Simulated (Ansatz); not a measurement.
Reaction (SMILES): [SiH3]OC1=CCC1 + 7 [H][H] (H2) -> 4 C (CH4) + O (H2O) + [SiH4] (SiH4)
Each molecule is optimised on its own at B3LYP-D3(BJ)/def2-TZVP (Ansatz, an electronic-structure program), one conformer each, not searched for the lowest.

Quantity: energy of full hydrogenation (electronic energy difference), in kcal/mol. Valence correlation only, unless marked. No spin-orbit coupling. Non-relativistic. CBS marks a two-point X^-3 extrapolation of the correlation energy; Hartree-Fock from the larger set.

CCSD(T)/CBS(cc-pV(T+d)Z,cc-pV(Q+d)Z) (Ansatz) gives -133.6 kcal/mol.

### Question
Another calculation gave -137.5 kcal/mol. Which level was it?
A. BHLYP/def2-TZVPD (Ansatz)
B. revPBE/def2-TZVPD (Ansatz)
C. HSE06/def2-TZVPD (Ansatz)
D. PBE-QIDH/def2-TZVPD (Ansatz)

### Answer
D, PBE-QIDH/def2-TZVPD (Ansatz). The others give -141.3 (HSE06), -132.0 (revPBE), -147.5 (BHLYP) kcal/mol.
